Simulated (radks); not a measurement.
Excited configurations of Tc I: one electron is placed in a higher orbital outside [Kr] 4d5 5s1. The ground configuration is [Kr] 4d5 5s2. All-electron calculation, non-relativistic Kohn-Sham, TPSS, spin-unpolarised, spherical densities, point nucleus; meta-GGA in the generalised Kohn-Sham scheme; relativity is left out, which matters for an element this heavy. Program: a radial shooting solver on a logarithmic mesh with Libxc functionals. Excitation = E - E(ground); binding = E(ion) - E, where the ion is the core of charge +1; n* = 1/sqrt(2 binding) in atomic units, and the quantum defect is n - n*.

outer orbital  excitation (eV)  binding (eV)     n*  quantum defect  eigenvalue (eV)
5p                       3.470         4.213  1.797           3.203           -2.001
5d                       6.118         1.566  2.948           2.052           -0.708
6s                       5.301         2.383  2.390           3.610           -1.426
6p                       5.939         1.744  2.793           3.207           -0.978
7p                       6.677         1.007  3.675           3.325           -0.618

The Delta-SCF ionisation energy is 7.684 eV (NIST Atomic Spectra Database: 7.119 eV, measured). Self-interaction in the functional shifts the binding energies and quantum defects, so they are the method's values and not measured ones. Relativity is left out here, which matters for elements this heavy. Spin polarisation and multiplet splitting are left out, so open shells lie too high by an amount that depends on their filling.

Beside tabulated values, note that spin-unpolarised runs miss the spin-polarisation part of the exchange energy of open shells.
